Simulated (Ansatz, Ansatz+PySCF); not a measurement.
```csv
atom,x (Å),y (Å),z (Å)
Sc,0.0000,0.0000,0.0000
F,1.9679,0.0000,0.0000
F,-0.9839,1.7043,0.0000
F,-0.9839,-1.7043,0.0000
```

Basis set: def2-SVP (spherical functions). Left uncorrelated: 8 orbitals. Charge 0, multiplicity 1.

Computed with Ansatz (development build ahead of 0.2.0); each method stands on the lowest determinant of its kind that the runs found. Restricted open shells among the atoms or ions are ROHF, correlated in semicanonical orbitals with singles.

The atomization energy at this shape (free ground-state atoms in the same class of orbitals less the molecule, no zero-point energy) of singlet ScF₃:

| method | atomization energy |
| --- | --- |
| RHF-CCSD | 17.85 eV |
| RHF-MP2 | 19.09 eV |
| RHF | 13.86 eV |
| UHF | 13.53 eV |

What does RHF-CCSD(T) give?

18.09 eV. Caution: the shape is not the minimum.
